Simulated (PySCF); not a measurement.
## Molecular orbitals of CoB

BLYP at R = 1.674 Å; basis Co def2-TZVPP, B def2-TZVPP; no relativity; PySCF 2.14. State: ³Δ (triplet), unpaired electrons σ ↑, δ ↑. Only the outer orbitals are listed, counted within each symmetry.

```
spin  orbital  occ.  ε (eV)  on Co (%)           main shells (%)
   α       7σ     1   -9.69         36  61 B s, 18 Co d, 15 Co s
   α       1δ     1   -6.59        100                  100 Co d
   α       3π     1   -6.45         87           87 Co d, 12 B p
   α       3π     1   -6.45         87           87 Co d, 12 B p
   α       8σ     1   -6.18         67   65 Co d, 22 B s, 11 B p
   α       1δ     1   -5.63        100                  100 Co d
   α       9σ     1   -4.48         68           60 Co s, 27 B p
   α       4π     0   -2.73         34   66 B p, 26 Co p, 8 Co d
   α       4π     0   -2.73         34   66 B p, 26 Co p, 8 Co d
   α      10σ     0   -1.73         63  49 B p, 48 Co s, 11 Co d
   β       7σ     1   -9.62         29  67 B s, 15 Co d, 11 Co s
   β       3π     1   -5.73         77           76 Co d, 22 B p
   β       3π     1   -5.73         77           76 Co d, 22 B p
   β       8σ     1   -5.28         66   66 Co d, 23 B s, 11 B p
   β       1δ     1   -5.05        100                  100 Co d
   β       1δ     0   -3.88        100                  100 Co d
   β       9σ     0   -3.62         73           68 Co s, 22 B p
   β       4π     0   -2.42         37  63 B p, 19 Co d, 18 Co p
```

Task: Which are the highest filled and the lowest empty level, where do they sit, and how wide is the gap?

Result: Highest filled α 9σ at -4.48 eV (in %: 60 Co s, 27 B p); lowest empty β 1δ at -3.88 eV (in %: 100 Co d); the gap at BLYP is 0.60 eV.

```json
{
  "bond order (Mayer)": "2.31",
  "⟨S²⟩": "2.043",
  "charge on Co (Mulliken, basis-dependent)": "0.11",
  "charge on Co (Löwdin, basis-dependent)": "0.10",
  "dipole moment (positive dipole means Co(−)B(+))": "-1.80 D"
}
```

With d or f electrons several states lie close, and the lowest PBE0 determinant need not be the measured ground state.
